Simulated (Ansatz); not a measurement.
BGeH5, SMILES `[BH2][GeH3]`, relaxed with RKS PBE0-D4/def2-TZVP in Ansatz from a PBE-D4/def2-SVP geometry. The force threshold is 0.005 eV/Å; the program also tests the step.

The species carries charge 0 and has multiplicity 1.

Start:

```xyz
7

B    -1.024    0.389   -0.595
Ge    0.691   -0.253    0.349
H    -2.041    0.528    0.056
H    -1.060    0.638   -1.784
H     1.060    0.731    1.499
H     0.434   -1.628    1.036
H     1.939   -0.405   -0.561
```

(1) By how much does the energy fall, and how many steps does the optimiser take? (An estimate is asked.)

(2) Which bonds change most? (Estimate.)

(3) Give the relaxed structure. (Best estimate.)

Answers

(1) The calculation gave: 1.61 kJ/mol, in 3 steps.

(2) The calculation gave: B1–H3 from 1.216 to 1.195 Å; B1–H4 from 1.215 to 1.194 Å; Ge2–H6 from 1.558 to 1.542 Å; Ge2–H5 from 1.558 to 1.542 Å.

(3) Computed: 
```xyz
7

B    -1.019    0.388   -0.592
Ge    0.690   -0.254    0.355
H    -2.021    0.525    0.045
H    -1.054    0.631   -1.760
H     1.054    0.729    1.486
H     0.431   -1.619    1.025
H     1.918   -0.400   -0.558
```
